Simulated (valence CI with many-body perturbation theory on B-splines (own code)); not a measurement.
Questions on Ba⁵⁺

Level of theory: valence CI with perturbative core correlation (CI+MBPT): five valence electrons over a frozen Dirac-Fock core [Kr] 4d10, radial functions for each j: 9 s, 9 p, 8 d, 6 f, 3 g, 1 h, with the one-electron correlation potential Σ1 (screened to all orders), the two-electron term Σ2, the three-electron term Σ3, Breit, model QED; selected single and double excitations, second order for the rest, scaled by the run's own slope (own B-spline code, finite nucleus).

Set against measurement, 18 paired levels are off by 108 cm⁻¹ on average, the worst by 336. These come from a selection out of Sansonetti and Curry, J. Phys. Chem. Ref. Data 39, 043103 (2010). Levels without a partner in it may be off by more, other configurations by several thousand cm⁻¹. Among the levels kept, up to 550 cm⁻¹ of a level comes from second order outside the variational space, and about a tenth of that is noise between levels of different J, which matters for small intervals. 2 measured levels below the end of the list, from 179077 cm⁻¹ on, found no clear computed partner, and computed levels of the same name lie up to 144 cm⁻¹ from them.

Names give the largest LS component (configuration and term), which can be under half, so a name can repeat, a term be missing and a line seem to break the LS rules; names also repeat where a configuration has a term twice.

Rates and lifetimes use the calculated energies. Strong lines usually hold to 10 to 20 %, long lifetimes can be off by a factor of two.

Task: What is the ground level?

Result: 5s2 5p3 4S°_3/2, composition 71 % 5s2 5p3 4S° + 18 % 5s2 5p3 2P° + 8 % 5s2 5p3 2D°, g = 1.776.

Task: Among levels below 208490 cm⁻¹, which E1 lines absorb most strongly from the ground level?

Result: to 5s2 5p2 5d 4D_5/2 at 49.53 nm, f = 0.139; to 5s2 5p2 5d 4F_5/2 at 54.48 nm, f = 0.0823; to 5s 5p4 4P_3/2 at 71.64 nm, f = 0.0543.

Task: What are the static dipole polarisabilities of the lowest levels?

Result: 5s2 5p3 4S°_3/2 5.26 (tensor 0.033); 5s2 5p3 2D°_3/2 5.35 (tensor 0.14); 5s2 5p3 2D°_5/2 5.38 (tensor 0.018); 5s2 5p3 2P°_1/2 5.42 bohr³, of which the core gives 0.578.

Task: Name the longest-lived excited levels whose lifetime is computed, and their main decay.

Result: 5s2 5p3 2D°_5/2 at 23639 cm⁻¹ lives 71.2 ms, mostly by M1 to 5s2 5p3 4S°_3/2; 4f 5s2 5p2 2G°_9/2 at 167050 cm⁻¹ lives 18.8 ms, mostly by E2 to 5s2 5p3 2D°_5/2; 5s2 5p3 2D°_3/2 at 17333 cm⁻¹ lives 13.1 ms, mostly by M1 to 5s2 5p3 4S°_3/2. The lifetime of 4f 5s2 5p2 4G°_11/2 is too uncertain to give, and may be longer.

Task: Where does the other parity begin?

Result: At 5s 5p4 4P_5/2, 128110 cm⁻¹.
